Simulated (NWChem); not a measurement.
## Total energies of IIn

```xyz
2

In     0.0000     0.0000    -1.4660
I      0.0000     0.0000     1.3554
```
Charge 0, spin multiplicity 1.

Everything below was run with NWChem. The geometry was optimised at B3LYP/def2-SVP with def2 effective core potentials on In, I, a minimum by its harmonic frequencies.

Basis set: def2-QZVP (164 functions).

```tsv
method	total energy (Ha)	relative cost
RHF	-485.96672	1
MP2	-487.08479	under 3
B2PLYP	-487.66359	7
PBE	-487.92271	under 3
B3LYP	-488.09778	under 3
PBE0	-487.94338	under 3
```

Total energies of different functionals aren't comparable as a measure of quality: only differences taken within one method are. Relative cost: rough, from shared machines, SCF included, RHF = 1.

Effective core potentials replace the inner electrons of In, I; spin-orbit coupling is left out. The correlated methods keep 8 core orbitals frozen. B3LYP has NWChem's definition, with VWN1-RPA local correlation. The structure started from a generated list of species.
